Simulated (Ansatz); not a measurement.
Reaction (SMILES): O=[SiH] (O-SiH) → O=[SiH-] (an electron is taken up)
B3LYP-D3(BJ)/def2-TZVP geometries, fixed; electronic energies without zero-point terms; positive where energy is released.
Largest species:
```xyz
3

Si    -0.0147    -0.5041    -0.0112
O     -0.1485     1.0191     0.0164
H      1.3936    -1.0954     0.0249
```
Charge 0, spin multiplicity 2.

Basis-set convergence of the adiabatic electron affinity at B3LYP with Ansatz (a first-principles code). Cartesian d functions, on some or all atoms, in 6-31G*, 6-31G**, 6-311G**; all else is spherical. The program fits the integrals of some runs and decomposes those of others, by size. Open shells are unrestricted. No added dispersion term, no relativity. Functions are those of the species that has most. Reference: the value in aug-pcseg-3, 1.973 eV, itself unsure by roughly 0.008 eV (its mean distance from aug-cc-pV(Q+d)Z, def2-QZVPPD). Deviations are taken from unrounded values.

```
basis        functions  adiabatic electron affinity (eV)  minus reference (eV)
-----------  ---------  --------------------------------  --------------------
STO-3G              15                            -3.926                -5.900
3-21G               24                             1.275                -0.698
6-31G               24                             1.723                -0.250
6-31G*              36                             1.444                -0.529
6-31G**             39                             1.435                -0.538
cc-pV(D+d)Z         42                             1.435                -0.538
6-311G**            51                             1.592                -0.381
aug-pcseg-1         59                             2.033                 0.060
cc-pV(T+d)Z         83                             1.693                -0.280
aug-pcseg-2        119                             1.980                 0.006
cc-pV(Q+d)Z        149                             1.845                -0.129
aug-pcseg-3        223                             1.973                 0.000
cc-pV(5+d)Z        246                             1.904                -0.069
```

The smallest set listed that lies within 0.1 eV of the reference with all its larger relatives (same family, alike in diffuse functions; a set with none counts only in the reference's own line) is aug-pcseg-1 (59 functions, 0.060 eV off). Inside, with no larger relative to test it: cc-pV(5+d)Z.
